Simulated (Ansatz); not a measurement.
Calculated with Ansatz (gas phase, PBE0-D4/def2-TZVP geometries, no zero-point term in ΔE). CBS: MP2 limit from def2 TZ/QZ plus the TZ coupled-cluster correction, frozen cores. Functionals use def2-TZVPP. Each species was taken in one conformer, which may not be the lowest.

Consider the formal exchange of groups at the Si–Si bond: `F[Si](F)(F)[SiH](Cl)Cl` + `CCS` → `F[Si](F)(F)S` + `CC[SiH](Cl)Cl`.

`F[Si](F)(F)[SiH](Cl)Cl`:

```xyz
8

F    -1.777   -1.116   -0.975
Si   -0.348   -1.091   -0.307
F    -0.414   -1.954    1.011
F     0.654   -1.799   -1.299
Si    0.328    1.095    0.155
Cl   -1.025    1.906    1.449
Cl    2.178    1.008    1.012
H     0.404    1.950   -1.047
```

`CCS`:

Cartesian coordinates in Å:
```
C -0.687 0.138 -0.661
C 0.682 0.069 -0.018
S 0.772 -1.032 1.418
H -1.028 -0.854 -0.960
H -0.663 0.779 -1.548
H -1.424 0.552 0.030
H 1.418 -0.343 -0.714
H 1.039 1.060 0.270
H -0.110 -0.368 2.183
```

`F[Si](F)(F)S`:

Z-matrix (Å, degrees):
```
Si
F 1 1.574
F 1 1.573 2 106.1
F 1 1.571 2 108.6 3 -116.5
S 1 2.089 2 112.9 3 124.2
H 5 1.346 1 92.3 2 -59.8
```

`CC[SiH](Cl)Cl`:

```xyz
11

C    -0.400   -1.394   -0.214
C     0.459   -0.319    0.447
Si   -0.027    1.409   -0.022
Cl    1.183    2.758    0.934
Cl    0.170    1.663   -2.048
H    -0.316   -1.355   -1.302
H    -0.095   -2.392    0.108
H    -1.457   -1.276    0.040
H     1.516   -0.449    0.195
H     0.393   -0.381    1.539
H    -1.427    1.737    0.323
```

| level | ΔE (kJ/mol) | difference from CCSD(T)/CBS |
| --- | --- | --- |
| LDA (SPW92) | -125.4 | 7.8 |
| r2SCAN-D4 | -133.6 | -0.4 |
| ωB97M-V | -138.3 | -5.1 |
| PBE-QIDH | -135.9 | -2.7 |
| LC-ωPBE | -130.6 | 2.6 |
| RPA@PBE/def2-TZVPP | -126.7 | 6.5 |
| MP2/def2-SVP | -140.5 | -7.3 |
| SCS-MP2/def2-TZVPP | -136.0 | -2.8 |
| HF/def2-QZVPP | -133.5 | -0.3 |
| CCSD/CBS(def2) | -133.7 | -0.5 |
| CCSD(T)/CBS | -133.2 | 0 |

Largest T1 diagnostic among the species: 0.012.

From r2SCAN to r2SCAN0 (25 % exact exchange), in def2-TZVPP and without D4, ΔE moves by −3.6 kJ/mol. Leaving LDA and LC-ωPBE aside and taking each functional with its dispersion term where it has one, the values, not all of them listed here, spread over 22.4 kJ/mol, from ωB97M-V to revPBE-D4. LDA lies −8.5 kJ/mol from PBE without D4.
